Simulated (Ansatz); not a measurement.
Basis sets compared for In13Sb14H34⁺, a nanocrystal cut from wurtzite InSb (hydrogen-capped). Total charge 1; singlet. Geometry PBE-D4/def2-SVP. Ansatz on 10 threads of AMD EPYC 7R13 on a shared host and a whole NVIDIA H100 80GB HBM3; times are rough, and most runs start from earlier orbitals.

```xyz
61

Sb    0.557   -4.586    2.050
In    2.916   -3.671    0.569
Sb    4.140   -1.982    2.557
Sb    0.555   -0.852    4.952
In    2.913    0.362    3.700
Sb   -1.736   -4.515   -1.464
In   -2.138   -3.868    1.317
In    0.589   -3.599   -2.998
Sb    1.945   -1.815   -1.304
In    4.310   -0.867   -2.847
Sb   -2.047   -1.027    1.315
In   -2.139   -0.326    4.068
In    0.186    0.092   -0.118
Sb    1.944    1.715    1.436
Sb    3.851    1.929   -2.478
In    4.320    2.963    0.143
Sb   -1.737    2.530    4.012
In    0.584    3.797    2.744
Sb   -0.708   -1.832   -4.870
Sb   -4.324   -0.699   -2.521
In   -4.591   -0.251    0.315
In   -2.205    0.520   -4.141
Sb   -0.500    1.791   -2.305
In    1.659    3.055   -3.923
Sb   -4.325    2.609    0.055
In   -2.209    3.881   -1.528
Sb   -0.718    5.173    0.573
H     0.596   -6.298    2.183
H     0.708   -4.288    3.736
H     3.854   -5.078    0.173
H     4.940   -2.914    3.758
H     5.555   -1.388    1.793
H     0.712   -2.558    5.088
H     0.588   -0.548    6.642
H     3.849    1.095    4.966
H    -1.873   -6.222   -1.600
H    -3.211   -4.167   -2.273
H    -3.419   -4.702    2.137
H     1.302   -4.999   -3.737
H     5.600   -1.452   -1.835
H     3.862   -1.390   -4.447
H    -3.422   -0.914    5.077
H     5.188    2.595   -3.340
H     5.601    2.109    0.957
H     3.889    4.646    0.263
H    -1.869    3.077    5.634
H    -3.215    3.229    3.482
H     1.297    4.860    3.918
H    -1.502   -2.716   -6.110
H     0.571   -1.234   -5.842
H    -4.424   -2.397   -2.769
H    -5.851   -0.340   -3.222
H    -6.041   -0.837    1.067
H    -2.974    1.306   -5.485
H     1.410    2.255   -5.450
H     1.407    4.731   -3.521
H    -4.417    3.262    1.642
H    -5.854    3.203   -0.455
H    -2.979    4.988   -2.622
H     0.556    5.978   -0.245
H    -1.522    6.585    1.128
```

In the def2 sets In, Sb take a core potential; there is no spin–orbit coupling. Single mean-field runs in def2-SVP, def2-TZVP are fitted with def2-universal-jkfit.

```
                        level  functions  energy (Eh)  HOMO (eV)  LUMO (eV)  wall time
PBE-D4/def2-SVP (with forces)        872   -5855.9836      -7.57      -5.35      7.5 s
             PBE0-D4/def2-SVP        872   -5856.2072      -8.41      -4.75        9 s
```

Problem. Estimate the rows for PBE-D4/def2-TZVP, PBE0-D4/def2-TZVP.

Solution. 
```csv
level,functions,energy (Eh),HOMO (eV),LUMO (eV),wall time
PBE-D4/def2-TZVP,1554,-5856.2068,-7.64,-5.42,10 s
PBE0-D4/def2-TZVP,1554,-5856.4025,-8.45,-4.79,20 s
```
